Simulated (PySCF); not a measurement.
## How methods differ on the excitation energy of Hf²⁺

Hf²⁺ [Xe] 4f14 5d2 (3F) → Hf²⁺ [Xe] 4f14 5d1 6p1 (high-spin determinant), as a difference of total energies. All numbers are calculated (PySCF 2.14, scalar relativity through the core potential, in aug-cc-pwCVDZ-PP with ECP60MDF (6s6p5d3f, 70 functions)). Correlated levels: valence and next inner shell: nothing frozen outside the core potential. The calculations carry no spin-orbit coupling.

| method | excitation energy (eV) |
| --- | --- |
| UHF | 5.700 |
| MP2 (valence and next inner shell) | 5.647 |
| SCS-MP2 (valence and next inner shell) | 5.679 |
| CCSD (valence and next inner shell) | 5.674 |
| CCSD(T) (valence and next inner shell) | 5.660 |

Q: How much does correlation contribute at CCSD(T) (valence and next inner shell)?

A: 5.660 − (5.700) = -0.040 eV, measured against UHF.

The determinant of the upper state mixes LS terms, which raises its energy above the lowest term, most at the Hartree-Fock and MP2 levels.
